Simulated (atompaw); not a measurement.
# u(r) = r·R(r): atom against pseudo-atom (erbium (Er))

Columns: radius, all-electron u(r) and pseudo u(r) of the 6p shell (level -1.30 eV) of erbium in the configuration [Kr] 4d10 4f12 5s2 5p6 5d0 6s1.75 6p0.25; PBEsol, scalar-relativistic, PAW (atompaw) scheme, atompaw 4.2.0.5.

```json
{"r (bohr)": "0.115", "all-electron": "-0.0386", "pseudo": "-0.0147"}
{"r (bohr)": "0.231", "all-electron": "-0.0260", "pseudo": "-0.0575"}
{"r (bohr)": "0.346", "all-electron": "0.0787", "pseudo": "-0.1229"}
{"r (bohr)": "0.462", "all-electron": "0.0945", "pseudo": "-0.2046"}
{"r (bohr)": "0.577", "all-electron": "0.0393", "pseudo": "-0.2923"}
{"r (bohr)": "0.692", "all-electron": "-0.0362", "pseudo": "-0.3768"}
{"r (bohr)": "0.808", "all-electron": "-0.1028", "pseudo": "-0.4498"}
{"r (bohr)": "0.923", "all-electron": "-0.1483", "pseudo": "-0.5024"}
{"r (bohr)": "1.038", "all-electron": "-0.1721", "pseudo": "-0.5301"}
{"r (bohr)": "1.154", "all-electron": "-0.1769", "pseudo": "-0.5304"}
{"r (bohr)": "1.269", "all-electron": "-0.1667", "pseudo": "-0.5036"}
{"r (bohr)": "1.385", "all-electron": "-0.1452", "pseudo": "-0.4525"}
{"r (bohr)": "1.500", "all-electron": "-0.1161", "pseudo": "-0.3833"}
{"r (bohr)": "1.615", "all-electron": "-0.0819", "pseudo": "-0.3018"}
{"r (bohr)": "1.731", "all-electron": "-0.0446", "pseudo": "-0.2142"}
{"r (bohr)": "1.846", "all-electron": "-0.0062", "pseudo": "-0.1284"}
{"r (bohr)": "1.962", "all-electron": "0.0327", "pseudo": "-0.0478"}
{"r (bohr)": "2.077", "all-electron": "0.0706", "pseudo": "0.0227"}
{"r (bohr)": "2.192", "all-electron": "0.1073", "pseudo": "0.0825"}
{"r (bohr)": "2.308", "all-electron": "0.1427", "pseudo": "0.1322"}
{"r (bohr)": "2.423", "all-electron": "0.1759", "pseudo": "0.1727"}
{"r (bohr)": "2.538", "all-electron": "0.2072", "pseudo": "0.2067"}
{"r (bohr)": "2.654", "all-electron": "0.2367", "pseudo": "0.2367"}
{"r (bohr)": "2.769", "all-electron": "0.2639", "pseudo": "0.2639"}
{"r (bohr)": "2.885", "all-electron": "0.2894", "pseudo": "0.2894"}
{"r (bohr)": "3.000", "all-electron": "0.3126", "pseudo": "0.3126"}
```

(1) How many radial nodes do the two functions have?

(2) At about which radius was the pseudo-wave matched?

(3) Is the pseudo-wave norm-conserving?

Answers

(1) The all-electron 6p function has n − l − 1 = 4 (the table is too coarse to show those close to the nucleus); the pseudo-wave has 1, since 1 lower shell of the same l stays in the valence.

(2) 2.75 bohr, where the columns begin to agree (steps of 0.12 bohr).

(3) No, it belongs to a PAW set: the norm inside the radius is not constrained, and the difference is carried by the augmentation charge.
